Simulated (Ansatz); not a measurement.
Cartesian coordinates (Å):
```xyz
6

N      2.4282    -0.0478    -0.0079
C      1.2793     0.0102    -0.0049
Si    -0.6478     0.0960    -0.0034
O     -1.2306     1.5258    -0.0945
H     -0.9185    -0.8690    -1.1244
H     -0.9105    -0.7152     1.2352
```
Charge -1, spin multiplicity 1.

Calculation: frozen-core CCSD(T)/def2-TZVPD // CAM-B3LYP-D3(BJ)/def2-TZVPD run with Ansatz (a first-principles code).

| Property | Value |
|---|---|
| HF energy | -457.43309 Ha |
| MP2 correlation energy | -0.70476 Ha |

Problem. Estimate the CCSD correlation energy, the (T) correction, the total energy and the T1 diagnostic.

Solution. 
```json
{
  "CCSD correlation energy": "-0.71613 Ha",
  "(T) correction": "-0.03438 Ha",
  "CCSD(T) total energy": "-458.18359 Ha",
  "T1 diagnostic": "0.016"
}
```
